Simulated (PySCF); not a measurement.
The scaffold ethynyl-X carries different groups X. Gas-phase values, no solvent. One relaxed conformer stands for each flexible species; it need not be the lowest. Strings in code marks are SMILES.

The numbers are results of PBE-D3(BJ)/def2-TZVP // B3LYP-D3(BJ)/def2-TZVP (PySCF 2.14.0), not measurements. All candidates: neutral, multiplicity 1. Delta-SCF ions had no search for a lower state. 

* **dipole moment**: 1.67 D
* **vertical ionisation energy (Delta-SCF)**: 10.50 eV
* **LUMO**: -1.06 eV

### Question
Identify which member has these values.
A. `C#CN`
B. `BC#C`
C. `C#C[SeH]`
D. `C#CCF`

### Answer
D, `C#CCF`. The others give `C#CN`: 1.92 D, 8.93 eV, -0.03 eV; `C#C[SeH]`: 0.58 D, 8.93 eV, -1.43 eV; `BC#C`: 1.07 D, 10.36 eV, -3.37 eV
